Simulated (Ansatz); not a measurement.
`[CH3][Ge]([SH])([Cl])[Cl]` + HCl → `[CH3][Ge]([Cl])([Cl])[Cl]` + H₂S  (ligand exchange at a Ge–S bond)

Isolated molecules relaxed with PBE0-D4/def2-TZVP in Ansatz; ΔE leaves out vibrations. CCSD(T)/CBS is the MP2 limit (def2-TZVPP, def2-QZVPP) plus CCSD(T) − MP2 in def2-TZVPP, frozen cores. This one scheme is used for every species. For Ge outer-core shells are correlated without core-valence functions, which leaves a few kJ/mol of doubt a bond. Scalar relativity is left out up to krypton. One conformer a species, not always the lowest.

`[CH3][Ge]([SH])([Cl])[Cl]`:

```xyz
9

C     0.025   -0.821   -1.007
Ge   -0.416    0.393    0.430
S     1.143    1.856    0.968
Cl   -2.112    1.585   -0.112
Cl   -0.948   -0.773    2.157
H     0.263   -0.243   -1.900
H     0.884   -1.426   -0.718
H    -0.831   -1.468   -1.199
H     1.992    0.898    1.381
```

HCl:

Z-matrix (Å, degrees):
```
Cl
H 1 1.279
```

`[CH3][Ge]([Cl])([Cl])[Cl]`:

Z-matrix (Å, degrees):
```
C
Ge 1 1.926
H 1 1.090 2 109.0
H 1 1.090 2 109.0 3 -120.0
H 1 1.090 2 108.9 3 120.0
Cl 2 2.135 1 111.4 3 59.8
Cl 2 2.135 1 111.3 3 179.8
Cl 2 2.136 1 111.3 3 -60.2
```

H₂S:

```xyz
3

S     0.108   -0.599    0.114
H     0.758    0.535    0.413
H    -0.866    0.064   -0.527
```

```csv
species,CCSD(T)/def2-TZVPP energy (Eh)
`[CH3][Ge]([SH])([Cl])[Cl]`,-3433.36959
HCl,-460.33125
`[CH3][Ge]([Cl])([Cl])[Cl]`,-3494.77899
H₂S,-398.93111
```

(1) Work out ΔE.

Largest T1 diagnostic among the species: 0.010.

## Answers

(1) ΔE = (-3494.77899) + (-398.93111) − (-3433.36959) − (-460.33125) = -0.00926 Eh = -24.3 kJ/mol. CCSD(T)/CBS gives -23.5 kJ/mol.

At CCSD(T), def2-SVP lies −6.4 kJ/mol from the extrapolated value and def2-TZVPP −0.8 kJ/mol. In def2-TZVPP, CCSD(T) changes the Hartree–Fock value by +12.1 kJ/mol (the triples alone add +1.6 kJ/mol) and MP2 by +13.2 kJ/mol.
